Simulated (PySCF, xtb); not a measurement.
C3H2F3, multiplicity 2. Atoms are numbered in the order given.

```xyz
8

C     -1.0815    -1.5733     0.0000
C      0.0053    -0.7293     0.0000
F      1.2482    -1.2395     0.0000
C     -0.0444     0.6600     0.0000
F     -1.1806     1.3250     0.0000
F      1.0146     1.4341     0.0000
H     -2.0930    -1.1700     0.0000
H     -0.9233    -2.6513     0.0000
```
Charge 0, spin multiplicity 2.

The structure is a stationary point at B3LYP-D3(BJ)/def2-SVP. The isomer is the one that the SMILES or the coordinates give; other isomers of the formula were not compared. Other conformers were not sampled.

Level of theory: PySCF with IEF-PCM-M06-2X/def2-SVP.

The values are the electrostatic part of the solvation free energy, E(continuum) − E(gas) at the gas-phase geometry, in a cavity of scaled van der Waals radii (PySCF's table); cavitation and dispersion terms are not included. The dipole moment in vacuum is 1.32 D.

```tsv
solvent	ε	ΔG(elec) (kcal/mol)	dipole (D)
water	78.36	-1.8	1.64
cyclohexanone	15.62	-1.7	1.62
chlorobenzene	5.70	-1.4	1.57
```

For comparison, GFN2-xTB/ALPB(water) (xtb, at the GFN2-xTB geometry, all terms of that model) gives -1.2 kcal/mol.
